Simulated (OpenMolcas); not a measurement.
# N⁺: effect of the IPEA shift

* Program: OpenMolcas
* Basis: ANO-L-VTZP [4s3p2d1f]
* Scalar Hamiltonian: non-relativistic, point nucleus
* Active space: 4 electrons in 4 orbitals (2s 2p)
* State averaging: 2S+1 = 3 even, 6 roots; 2S+1 = 1 even, 6 roots; 2S+1 = 5 odd, 1 root; 2S+1 = 3 odd, 9 roots; 2S+1 = 1 odd, 8 roots
* Spin-orbit coupling: state interaction with AMFI integrals over the reference wave functions, term energies averaged over their components

Methods on the same reference wave functions:
A. CASSCF
B. MS-CASPT2, IPEA 0 Eh, imaginary shift 0.1 Eh (closed shells correlated: 1s)
C. MS-CASPT2, IPEA 0.25 Eh, imaginary shift 0.1 Eh (closed shells correlated: 1s)

Energies in eV above 2s² 2p² ³P₀, the measured ground level; measured values from NIST Handbook of Basic Atomic Spectroscopic Data.

| Level | A | B | C | Measured |
| --- | --- | --- | --- | --- |
| 2s² 2p² ³P₀ | 0.0000 | 0.0000 | 0.0000 | 0.0000 |
| 2s² 2p² ³P₁ | 0.0055 | 0.0055 | 0.0055 | 0.0060 |
| 2s² 2p² ³P₂ | 0.0163 | 0.0164 | 0.0164 | 0.0162 |
| 2s² 2p² ¹D₂ | 2.1665 | 1.987 | 1.923 | 1.8990 |
| 2s² 2p² ¹S₀ | 3.7958 | 4.063 | 3.997 | 4.0529 |
| 2s 2p³ ⁵S°₂ | 4.4277 | 5.483 | 5.403 | 5.8005 |
| 2s 2p³ ³D°₂ | 11.8300 | 11.094 | 11.179 | 11.4375 |
| 2s 2p³ ³D°₁ | 11.8300 | 11.094 | 11.179 | 11.4377 |
| 2s 2p³ ³D°₃ | 11.8301 | 11.094 | 11.179 | 11.4359 |
| 2s 2p³ ³P°₀ | 13.9835 | 13.470 | 13.510 | 13.5420 |
| 2s 2p³ ³P°₁ | 13.9835 | 13.470 | 13.510 | 13.5411 |
| 2s 2p³ ³P°₂ | 13.9835 | 13.470 | 13.510 | 13.5412 |
| 2s 2p³ ¹D°₂ | 19.8658 | 18.059 | 18.220 | 17.8770 |
| 2s 2p³ ³S°₁ | 20.7475 | 19.320 | 19.620 | 19.2333 |
| 2s 2p³ ¹P°₁ | 21.9838 | 20.389 | 20.522 | 20.6763 |

Deviations, from unrounded energies. A percentage is the sum of absolute deviations over the sum of measured energies, with the sign that they share, or ± where signs differ.

| Against measurement | Levels | A | B | C |
| --- | --- | --- | --- | --- |
| mean absolute deviation (cm-1) | 14 | 5300 | 1300 | 1300 |
| fine structure of the ground term (%) | 2 | ±2.9 | ±3.1 | ±3.1 |
| other terms of the ground configuration (%) | 2 | ±8.8 | +1.6 | ±1.3 |
| other configurations (%) | 10 | ±6.3 | ±1.5 | ±1.6 |

B, C lie about equally close to measurement and A furthest from it. The largest miss of B in the table is 2s 2p³ ³D°₁, by -2800 cm-1. The ranking rests on the paired levels alone, and a cruder setting can come out closer through cancelling errors.

Between B and C the level of the table that moves most is 2s 2p³ ³S°₁, by 2400 cm-1 (lowest in B, highest in C). Moves below CASPT2's spread within the term are not significant.

The mean deviations of B to C differ by less than CASPT2's widest spread within a term (340 cm-1), so their order carries little weight.

From A to B the spin-free energies of the other terms of 2s² 2p² shown, above ³P, scale by factors of 0.92 to 1.07.

The lowest spin-free term lies below A's lowest term by 0.072 hartree in B, 0.067 hartree in C.

Term energies are means over components that CASPT2 splits; among the terms shown or strongly mixed into the levels shown the widest spread is 340 cm-1 (2s 2p³ ³D°, C). Over all roots computed the reference weight is 0.93 to 0.99 in B; the roots of lowest weight are the least certain, and an intruder state may touch them. Without dynamic correlation excited terms often stand tens of per cent too high (terms of higher spin than the ground term too low), and those without a measured partner can miss by more than the paired ones (holds for A). Computed and measured levels are paired by configuration, term and J; levels that our copy of the source lacks, or whose pairing is in doubt (as where it misses far off the trend of its configuration), stay unpaired and out of the deviations. Levels of configurations outside the active space are missing. The table leaves out levels that lie high or whose names do not pair safely across all columns.

° marks odd parity.
